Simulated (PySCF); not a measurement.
# From computed data to an observable: chemical shift, span and skew from a shielding tensor

C2H4ClGa, SMILES C=[CH][GaH][Cl]. Atoms are numbered in the order given.

```xyz
8

Ga    -0.7266     0.0745     0.0000
H     -2.1729     0.6525     0.0000
Cl     0.8654     1.5572     0.0000
C     -0.0675    -1.7549     0.0000
C      1.2527    -2.0113     0.0000
H     -0.7687    -2.5995     0.0000
H      1.6506    -3.0336     0.0000
H      1.9927    -1.2029     0.0000
```
Charge 0, spin multiplicity 1.

Geometry optimised at TPSSh-D3(BJ)/def2-SVP. The values are those of a single conformer.

GIAO shieldings from PBE/pcSseg-1 (PySCF), non-relativistic, no solvent. The symmetric part of the tensor of C4 has the principal values -79.3, 16.1, 159.9 ppm. The same nucleus in TMS has σ = 182.0 ppm at this level (PySCF, at its B3LYP-D3(BJ)/def2-TZVP geometry). Without spin–orbit terms, shifts of atoms bonded to Cl or Br come out too high.

Question: Work out the isotropic shielding, the ¹³C shift against TMS, the span and the skew.

Answer: 
σ(iso) = (σ11 + σ22 + σ33)/3 = 32.2 ppm. δ = σ(ref) − σ(iso) = 182.0 − (32.2) = 149.8 ppm.
Span Ω = σ33 − σ11 = 239.2 ppm. Skew κ = 3(σ(iso) − σ22)/Ω = 0.20. Tumbling in solution averages the tensor to δ; in a static solid the shielding alone would spread this spin-1/2 line over Ω.
